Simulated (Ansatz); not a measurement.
Steps of a relaxation of AlClH$_{5}$NOSi (`N[SiH](Cl)[AlH][OH]`) with RKS PBE-D4/def2-SVP.

```sh
$ ansatz run in.yaml --threads 4 --pin off --events-out ev --progress --plain --max-ram 10444MiB
```

```yaml
crystal:
  periodic: [false, false, false]
  atoms:
    - {symbol: N, position_ang: [-0.301300, -1.722200, -0.903500]}
    - {symbol: Si, position_ang: [0.282300, -0.986800, 0.605700]}
    - {symbol: Cl, position_ang: [2.316400, -1.319900, 0.704500]}
    - {symbol: Al, position_ang: [-0.055300, 1.350000, 0.650800]}
    - {symbol: O, position_ang: [0.566200, 2.409900, -0.675300]}
    - {symbol: H, position_ang: [-1.368500, -1.433100, -0.950000]}
    - {symbol: H, position_ang: [0.129500, -1.152200, -1.694100]}
    - {symbol: H, position_ang: [-0.339800, -1.606400, 1.745100]}
    - {symbol: H, position_ang: [-1.019100, 1.985800, 1.860400]}
    - {symbol: H, position_ang: [-0.127300, 2.423800, -1.340700]}
basis:
  gaussian: {orbitals: def2-SVP}
hamiltonian: {xc: pbe, dispersion: d4}
relax: {f_tol: 0.03, max_steps: 200}
```

Positions (Å) and forces (eV/Å) along the path, 13 of 20 steps:

```xyz
10
step=1 energy=-30589.9586 eV
N    -0.301   -1.722   -0.903   -1.851    1.461   -0.863
Si    0.282   -0.987    0.606    0.374    0.167   -0.877
Cl    2.316   -1.320    0.705    0.658   -0.201    0.033
Al   -0.055    1.350    0.651   -0.026    1.712   -0.063
O     0.566    2.410   -0.675   -0.194   -0.982    1.493
H    -1.369   -1.433   -0.950    2.094   -0.868   -0.062
H     0.130   -1.152   -1.694   -0.464   -0.784    0.740
H    -0.340   -1.606    1.745   -0.617   -0.793    0.916
H    -1.019    1.986    1.860    0.403   -0.055   -0.533
H    -0.127    2.424   -1.341   -0.376    0.342   -0.786
10
step=2 energy=-30590.3051 eV
N    -0.288   -1.758   -0.906   -1.057    0.953   -0.330
Si    0.284   -0.977    0.592    0.200   -0.171   -0.167
Cl    2.345   -1.365    0.697    0.029    0.064   -0.015
Al   -0.099    1.434    0.698    0.444    0.565   -0.420
O     0.583    2.396   -0.643   -1.117   -0.557    0.217
H    -1.342   -1.615   -0.972    1.146   -0.409    0.052
H     0.087   -1.217   -1.717   -0.124   -0.410    0.280
H    -0.349   -1.705    1.722   -0.215   -0.229    0.238
H    -0.996    2.172    1.822    0.055   -0.007   -0.113
H    -0.141    2.584   -1.290    0.639    0.200    0.256
10
step=4 energy=-30590.4355 eV
N    -0.269   -1.733   -0.898   -0.367    0.452    0.108
Si    0.284   -0.998    0.625    0.037   -0.163   -0.168
Cl    2.353   -1.364    0.723    0.016    0.018    0.026
Al   -0.082    1.430    0.678    0.246   -0.093   -0.297
O     0.533    2.179   -0.794   -2.376    1.819   -0.465
H    -1.306   -1.754   -0.966    0.401   -0.167    0.022
H     0.067   -1.205   -1.720   -0.017   -0.132    0.076
H    -0.384   -1.780    1.727   -0.035   -0.023   -0.007
H    -0.969    2.253    1.739    0.014    0.090   -0.087
H    -0.145    2.919   -1.112    2.082   -1.802    0.792
10
step=5 energy=-30590.6694 eV
N    -0.257   -1.713   -0.888   -0.367    0.142   -0.161
Si    0.290   -1.018    0.627    0.057   -0.136   -0.011
Cl    2.362   -1.362    0.732    0.021    0.035    0.068
Al   -0.119    1.386    0.655   -0.014    0.503    0.010
O     0.413    2.203   -0.781   -0.398    0.288   -0.272
H    -1.262   -1.942   -0.935    0.263   -0.093    0.041
H    -0.016   -1.163   -1.722    0.021   -0.077    0.002
H    -0.393   -1.824    1.702    0.007    0.023    0.012
H    -0.937    2.330    1.681    0.010   -0.175    0.035
H     0.001    3.050   -1.068    0.400   -0.511    0.276
10
step=6 energy=-30590.7447 eV
N    -0.243   -1.669   -0.923   -0.209    0.115    0.046
Si    0.287   -0.995    0.606   -0.123    0.153   -0.101
Cl    2.350   -1.342    0.810    0.128   -0.027    0.075
Al   -0.102    1.427    0.674   -0.082   -0.148   -0.074
O     0.293    2.122   -0.862   -0.063    0.247    0.024
H    -1.166   -2.116   -0.939    0.136   -0.063   -0.007
H    -0.120   -1.090   -1.762    0.028   -0.055    0.062
H    -0.441   -1.762    1.679    0.025   -0.102   -0.032
H    -0.875    2.315    1.769    0.080    0.040    0.022
H     0.100    3.060   -1.049    0.080   -0.159   -0.016
10
step=7 energy=-30590.7408 eV rejected
N    -0.273   -1.652   -0.907   -0.164    0.182   -0.134
Si    0.236   -0.977    0.616   -0.197   -0.490   -0.010
Cl    2.320   -1.241    0.885   -0.012    0.122    0.010
Al   -0.216    1.437    0.630    0.355    0.126    0.166
O     0.276    2.144   -0.874   -0.175    0.037    0.024
H    -1.086   -2.280   -0.949    0.276    0.081    0.003
H    -0.212   -1.044   -1.727   -0.048   -0.113   -0.159
H    -0.419   -1.937    1.585    0.008    0.284    0.145
H    -0.732    2.404    1.811   -0.072   -0.068   -0.083
H     0.189    3.095   -1.067    0.030   -0.162    0.037
10
step=10 energy=-30590.8141 eV
N    -0.287   -1.645   -0.942   -0.004    0.233    0.247
Si    0.188   -0.971    0.591   -0.021   -0.234   -0.094
Cl    2.279   -1.194    0.915   -0.018    0.048    0.021
Al   -0.157    1.445    0.663    0.044    0.108    0.050
O     0.207    2.132   -0.883   -0.035    0.154    0.028
H    -0.973   -2.394   -0.989   -0.011   -0.163   -0.053
H    -0.254   -1.079   -1.789    0.015    0.021   -0.135
H    -0.477   -1.856    1.616   -0.007    0.077    0.002
H    -0.638    2.417    1.857    0.039   -0.079   -0.061
H     0.196    3.095   -1.036   -0.002   -0.165   -0.006
10
step=11 energy=-30590.7987 eV rejected
N    -0.334   -1.602   -0.946   -1.000   -1.495    0.088
Si    0.147   -0.966    0.591   -0.021   -0.158   -0.061
Cl    2.245   -1.145    0.970   -0.056    0.023    0.002
Al   -0.154    1.454    0.665    0.031    0.189    0.119
O     0.165    2.133   -0.897   -0.009    0.379    0.023
H    -0.845   -2.536   -1.030    0.964    1.568    0.043
H    -0.317   -1.062   -1.811    0.040   -0.028   -0.065
H    -0.512   -1.870    1.605    0.031    0.094   -0.019
H    -0.525    2.443    1.899    0.058   -0.162   -0.168
H     0.213    3.101   -1.042   -0.038   -0.410    0.037
10
step=12 energy=-30590.8428 eV
N    -0.335   -1.609   -0.940   -0.291   -0.120    0.028
Si    0.166   -0.972    0.589   -0.012   -0.049    0.003
Cl    2.250   -1.198    0.961    0.062    0.007   -0.006
Al   -0.130    1.452    0.665   -0.006    0.056    0.005
O     0.179    2.144   -0.891   -0.030    0.070    0.039
H    -0.907   -2.457   -1.025    0.267    0.162   -0.022
H    -0.239   -1.091   -1.814    0.012   -0.029    0.021
H    -0.497   -1.843    1.623   -0.056    0.041   -0.022
H    -0.555    2.420    1.880    0.042   -0.054   -0.035
H     0.152    3.104   -1.045    0.012   -0.084   -0.011
10
step=14 energy=-30590.8932 eV
N    -0.465   -1.539   -0.934   -0.133   -0.343    0.142
Si    0.102   -0.948    0.603   -0.209   -0.048   -0.267
Cl    2.184   -1.215    0.947    0.168   -0.049    0.069
Al   -0.113    1.479    0.664   -0.037   -0.146    0.037
O     0.098    2.145   -0.918   -0.019    0.019    0.121
H    -0.690   -2.540   -1.053    0.190    0.417   -0.032
H    -0.151   -1.104   -1.807   -0.034   -0.044    0.073
H    -0.597   -1.805    1.628    0.028    0.044   -0.015
H    -0.386    2.378    1.966    0.036    0.092   -0.086
H     0.101    3.099   -1.092    0.011    0.057   -0.041
10
step=17 energy=-30590.9188 eV
N    -0.489   -1.569   -0.939   -0.032   -0.172   -0.092
Si    0.031   -0.965    0.599    0.032   -0.015   -0.004
Cl    2.130   -1.178    1.000   -0.022    0.015    0.012
Al   -0.131    1.463    0.666    0.040    0.031    0.058
O     0.028    2.140   -0.915   -0.010    0.046   -0.024
H    -0.511   -2.581   -1.122    0.020    0.200    0.033
H    -0.223   -1.050   -1.782   -0.007   -0.021    0.027
H    -0.638   -1.822    1.636   -0.009   -0.007    0.017
H    -0.224    2.419    1.953   -0.004   -0.020   -0.040
H     0.110    3.091   -1.094   -0.008   -0.057    0.014
10
step=18 energy=-30590.9201 eV
N    -0.493   -1.562   -0.942    0.009   -0.116   -0.074
Si    0.029   -0.971    0.601   -0.002    0.053    0.054
Cl    2.126   -1.169    1.022   -0.012   -0.009   -0.011
Al   -0.119    1.458    0.673   -0.002    0.012    0.030
O     0.017    2.121   -0.915    0.002    0.040   -0.029
H    -0.493   -2.570   -1.140    0.001    0.108    0.020
H    -0.235   -1.028   -1.778    0.000   -0.008    0.021
H    -0.644   -1.828    1.636    0.002   -0.018   -0.002
H    -0.205    2.427    1.949    0.009   -0.021   -0.020
H     0.101    3.070   -1.104   -0.007   -0.040    0.010
10
step=20 energy=-30590.9213 eV
N    -0.485   -1.548   -0.945    0.005    0.008    0.007
Si    0.014   -0.972    0.613    0.000    0.006   -0.003
Cl    2.109   -1.176    1.041    0.003    0.000    0.004
Al   -0.116    1.456    0.678   -0.002    0.005   -0.005
O    -0.016    2.100   -0.921   -0.001   -0.011    0.005
H    -0.466   -2.550   -1.156   -0.006   -0.023   -0.002
H    -0.221   -0.999   -1.768    0.000    0.009    0.008
H    -0.662   -1.843    1.635   -0.001    0.001   -0.015
H    -0.150    2.435    1.946    0.004   -0.001    0.002
H     0.076    3.046   -1.121   -0.002    0.006   -0.001
```

Run time 28 s (4 threads of an Intel Xeon on a shared host); peak host memory 0.2 GiB.
